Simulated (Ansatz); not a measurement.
Mulliken charges of BCl2H2N, SMILES `NB(Cl)Cl` from ωB97M-V/def2-TZVPP in Ansatz (PBE0-D4/def2-TZVP geometry).

| atom | x (Å) | y (Å) | z (Å) | charge (e) |
| --- | --- | --- | --- | --- |
| N1 | 0.480 | 0.538 | 0.353 | -0.176 |
| B2 | -0.329 | -0.401 | -0.264 | 0.174 |
| Cl3 | -2.038 | -0.065 | -0.525 | -0.144 |
| Cl4 | 0.343 | -1.939 | -0.796 | -0.144 |
| H5 | 1.458 | 0.379 | 0.517 | 0.145 |
| H6 | 0.129 | 1.425 | 0.669 | 0.145 |

Question: By hand: the dipole of these point charges (1 e Å = 4.8032 D).

Answer: Σ q r = (0.332, 0.386, 0.254) e Å, of length 0.569 e Å = 2.73 D.

Question: How does the dipole of the full density compare? (Best estimate.)

Answer: Ansatz gave: (0.336, 0.390, 0.257) e Å, 2.76 D; the point charges give 0.99 times that, at 0° from its direction.

Point charges leave out the atoms' own dipoles, such as those of lone pairs, and Mulliken's split depends on the basis, so the close match here is no proof of good charges.
